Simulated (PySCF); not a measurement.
Problem. Give a PBE0-D3(BJ)/def2-SVP geometry of InChI=1S/C2H8B2S/c1-4(3)5-2/h3H2,1-2H3.

Solution. 
```xyz
13
C2H8B2S angstrom
B     -0.684    1.087   -0.591
B     -0.510   -0.393    0.171
C     -1.650   -1.479    0.290
S      1.051   -0.794    0.942
C      2.122    0.646    0.650
H     -1.084    2.070   -0.003
H     -0.396    1.250   -1.759
H     -2.494   -1.057    0.862
H     -2.056   -1.730   -0.704
H     -1.335   -2.412    0.782
H      1.701    1.551    1.111
H      2.276    0.811   -0.425
H      3.094    0.437    1.115
```

Orientation and origin are arbitrary. Atoms count from 1 in this order. The 5 heavy atoms lie in one plane (0.005 Å rms). B2 (three-coordinate boron) is planar (angles 124.6°, 119.1° and 116.3°, sum 360.0°, 0.01 Å off the plane of its three neighbours). B1 (three-coordinate boron) is planar (angles 122.2°, 122.0° and 115.8°, sum 360.0°, 0.01 Å off the plane of its three neighbours).

Bonds between heavy atoms (Å): B1–B2 1.674, B2–C3 1.579, B2–S4 1.786, S4–C5 1.819.

The calculation used PySCF 2.14.0, PBE0-D3(BJ)/def2-SVP geometry optimisation, gas phase.

Point group: near Cs, missed by 0.15 Å at most; the miss may be what the optimiser left on a soft mode. No frequency check. The numbers are those of one conformer (B1–B2–S4–C5 0°).
